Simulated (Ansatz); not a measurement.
A made-up structure of CH5GeO (charge +1), singlet:

C1  (-0.626, 1.191, -0.752)
O2  (-0.543, -0.023, -0.634)
Ge3  (0.531, -1.065, 0.637)
H4  (1.469, -2.189, 1.005)
H5  (-0.063, 1.876, -0.105)
H6  (1.203, 0.069, 1.406)
H7  (1.382, -1.833, -0.359)
H8  (-0.597, -1.806, 1.334)
(Å)

It is relaxed with PBE-D4/def2-SVP and then PBE0-D4/def2-TZVP (Ansatz 0.2.0). Atoms count as bonded within 1.22 times the sum of their covalent radii (H–H: 0.88 Å). The end point is not checked to be a true minimum.

Problem. Does its bonding change? (A judgement: the text doesn't fix the answer.)

Solution. Computed: Yes. Formed: C1–H6; broken: O2–Ge3.

Where it ends: The first stage lowers the energy by 3.90 eV in 27 steps. It ends as CH₅GeO ([O][CH][H][GeH3]), total charge +1:
C1  (-0.038, 0.976, -0.302)
O2  (-0.284, 0.887, -1.426)
Ge3  (0.677, -1.740, 0.849)
H4  (2.081, -1.449, 1.360)
H5  (-0.016, 1.826, 0.396)
H6  (0.280, -0.052, 0.335)
H7  (0.505, -2.338, -0.540)
H8  (-0.450, -1.890, 1.861)
(Å)

Labels in which every atom is bracketed show which atoms are joined, not bond orders.

For scale, one of the runs: PBE0-D4/def2-TZVP relaxation, 140 basis functions, launched by `ansatz run in.yaml --threads 2 --pin off --events-out ev --progress --plain --max-ram 4352MiB`. Hardware: 2 CPU threads of an Arm Neoverse V1, shared host. Wall time about 2.5 min.
